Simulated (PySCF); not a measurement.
# Electric properties by functional and basis

Compound: C₃H₁₀Si₂.
SMILES: `[SiH3]/C=C(\C)[SiH3]`

PySCF, dipoles from the SCF density, polarisabilities from static response with core orbitals frozen. Isolated species at its PBE0-D3(BJ)/def2-SVP geometry, gas phase.

Task: Compare the levels for these properties.

Result: 

| level | μ (D) | α (Å³) | anisotropy (Å³) |
| --- | --- | --- | --- |
| LDA/def2-SVPD | 0.619 | 15.30 | 7.22 |
| PBE/def2-SVPD | 0.592 | 14.93 | 7.06 |
| B3LYP/def2-SVPD | 0.559 | 14.43 | 6.54 |
| PBE0/def2-SVPD | 0.568 | 14.37 | 6.54 |
| BHandHLYP/def2-SVPD | 0.540 | 13.91 | 6.13 |
| CAM-B3LYP/def2-SVPD | 0.545 | 14.18 | 6.21 |
| wB97X-D/def2-SVPD | 0.565 | 14.20 | 6.19 |
| LC-wPBE/def2-SVPD | 0.538 | 13.85 | 5.95 |
| HF/def2-SVPD | 0.541 | 13.41 | 5.80 |
| PBE0/6-31G* | 0.575 | 11.73 | 6.15 |
| PBE0/def2-SVP | 0.603 | 12.68 | 6.04 |

The anisotropy is √(½[(α1 − α2)² + (α2 − α3)² + (α3 − α1)²]). The dipole runs from 0.54 D (LC-wPBE/def2-SVPD) to 0.62 D (LDA/def2-SVPD). No reference polarisability is at hand; against PBE0 in the largest diffuse basis at hand (def2-SVPD) the other PBE0 rows deviate by 6-31G* -18%, def2-SVP -12%. In one basis (def2-SVPD) the functionals order the polarisability from HF (lowest) to LDA (highest), a spread of 14%. With PBE0 the polarisability is 12.21 Å³ without diffuse functions (mean of 6-31G* and def2-SVP) and 14.37 Å³ with them (def2-SVPD).
